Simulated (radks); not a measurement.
The numbers below are computed, except where a source is named.
Species: Cr XI. Configuration: [Ne] 3s2 3p2. Level of theory: scalar-relativistic Kohn-Sham, PBE, spin-polarised, spherical densities, finite nucleus; open shells are filled with parallel spins first; Fermi nuclear charge, rms radius 3.6452 fm (a radial shooting solver on a logarithmic mesh with Libxc functionals).

Radial electron density D(r) = 4 pi r^2 rho(r):

```
   r/bohr * D(r) (the largest magnitude, 30.8, reaches the edge; | marks zero)
 0.007306 |       *
 0.008171 |         *
  0.00914 |           *
  0.01022 |             *
  0.01143 |                *
  0.01279 |                  *
  0.01431 |                      *
  0.01613 |                         *
  0.01804 |                             *
  0.02018 |                                 *
  0.02257 |                                    *
  0.02525 |                                        *
  0.02824 |                                           *
  0.03158 |                                              *
  0.03561 |                                                 *
  0.03983 |                                                  *
  0.04455 |                                                  *
  0.04983 |                                                  *
  0.05574 |                                                *
  0.06234 |                                              *
  0.06973 |                                           *
  0.07862 |                                        *
  0.08794 |                                      *
  0.09836 |                                     *
     0.11 |                                      *
   0.1231 |                                        *
   0.1376 |                                            *
    0.154 |                                                *
   0.1736 |                                                    *
   0.1942 |                                                      *
   0.2172 |                                                      *
   0.2429 |                                                   *
   0.2717 |                                             *
   0.3039 |                                      *
   0.3399 |                              *
   0.3832 |                      *
   0.4286 |                *
   0.4794 |             *
   0.5363 |           *
   0.5998 |           *
   0.6709 |           *
   0.7504 |           *
   0.8461 |         *
   0.9464 |       *
    1.059 |    *
    1.184 |  *
    1.324 | *
    1.481 |*
    1.657 *
    1.868 *
    2.089 *
    2.337 *
    2.614 *
```

D(r) has 3 maxima, at r = 0.0438, 0.205, 0.666 bohr, and minima at 0.0992, 0.567 bohr, inside which lie 2.14, 10.57 electrons.
